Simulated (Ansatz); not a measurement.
CH3ClFNSi2 (`N#C[SiH](Cl)[SiH2]F`), 9 atoms. Total charge 0; spin multiplicity 1. All runs use 4 threads of a server CPU on a shared host. Correlated methods freeze the cores.

Q: Give the basis size and wall time and peak host memory of each of these runs in Ansatz. RKS ωB97M-V/def2-SVP energy; RKS ωB97M-V/def2-TZVPP energy and forces; RHF-CCSD(T)/def2-SVP energy; RKS PBE-QIDH (frozen core)/def2-TZVPP energy; RKS PBE0-D4/def2-SVP energy; RKS PBE0-D4/def2-TZVP relaxation (7 steps); RHF-CCSD(T)/def2-TZVPP energy; RKS PBE0-D4/def2-TZVP frequencies; RKS PBE-D4/def2-TZVPP energy and forces; RHF-MP2/def2-QZVPP energy; RKS ωB97X-V/def2-TZVPP energy; RKS ωB97M-V/def2-QZVPP energy. (Estimate.)

A: The calculation gave: Other jobs shared the machine, so times are rough.

| level | job | functions | wall time | peak host memory (GiB) |
| --- | --- | --- | --- | --- |
| RKS PBE0-D4/def2-SVP | energy | 111 | 1.4 s | 0.23 |
| RKS PBE-D4/def2-TZVPP | energy and forces | 261 | 3 s | 0.39 |
| RKS ωB97M-V/def2-SVP | energy | 111 | 6 s | 0.36 |
| RHF-CCSD(T)/def2-SVP | energy | 111 | 9 s | 0.49 |
| RKS PBE-QIDH (frozen core)/def2-TZVPP | energy | 261 | 10 s | 0.7 |
| RKS ωB97X-V/def2-TZVPP | energy | 261 | 12 s | 0.94 |
| RKS ωB97M-V/def2-TZVPP | energy and forces | 261 | 19 s | 1.1 |
| RKS ωB97M-V/def2-QZVPP | energy | 471 | 28 s | 2.3 |
| RHF-MP2/def2-QZVPP | energy | 471 | 35 s | 2.7 |
| RKS PBE0-D4/def2-TZVP | relaxation (7 steps) | 222 | 37 s | 0.66 |
| RKS PBE0-D4/def2-TZVP | frequencies | 222 | 2.9 min | 0.67 |
| RHF-CCSD(T)/def2-TZVPP | energy | 261 | 4.1 min | 5.9 |
